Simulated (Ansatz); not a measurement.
`C=C=C(O)[SiH3]` → 3 C• + 6 H• + O• + Si•  (atomization)

Isolated molecules relaxed with PBE0-D4/def2-TZVP in Ansatz; ΔE leaves out vibrations. CCSD(T)/CBS is the MP2 limit (def2-TZVPP, def2-QZVPP) plus CCSD(T) − MP2 in def2-TZVPP, frozen cores. This one scheme is used for every species, atoms too. DFT in def2-TZVPP. B3LYP here is the variant with VWN-RPA as its local correlation; programs differ in this. No spin–orbit coupling; open shells (•) take unrestricted orbitals. Spin–orbit coupling would lower the free atoms: a little for C, O, Si. One conformer a species, not always the lowest.

| level | ΔE (eV) | difference from CCSD(T)/CBS |
| --- | --- | --- |
| PBE0-D4 | 44.13 | 0.23 |
| ωB97X-V | 44.00 | 0.10 |
| ωB97M-V | 44.07 | 0.17 |
| B2PLYP | 43.54 | -0.36 |
| r2SCAN | 44.10 | 0.20 |
| PBE0 | 43.94 | 0.04 |
| B3LYP | 43.70 | -0.20 |
| MP2/def2-TZVPP | 43.50 | -0.40 |
| SCS-MP2/def2-TZVPP | 43.27 | -0.63 |
| CCSD(T)/def2-TZVPP | 42.75 | -1.15 |
| CCSD(T)/CBS | 43.90 | 0 |

Largest T1 diagnostic among the species: 0.013.

The D4 term adds +0.35 eV with B3LYP and +0.19 eV with PBE0; it sums over pairs of atoms, weighted by their polarisabilities, and B3LYP, whose exchange is more repulsive, gets the larger term. In def2-TZVPP, CCSD(T) changes the Hartree–Fock value by +11.13 eV (the triples alone add +0.76 eV) and MP2 by +11.89 eV; breaking electron pairs costs correlation energy, which Hartree–Fock lacks.

For atomizations the MP2-based limit and the directly extrapolated one differ by several kJ/mol either way, and by 10 to 25 for some Ge, Se and Sn compounds, so smaller differences from it don't rank the levels.
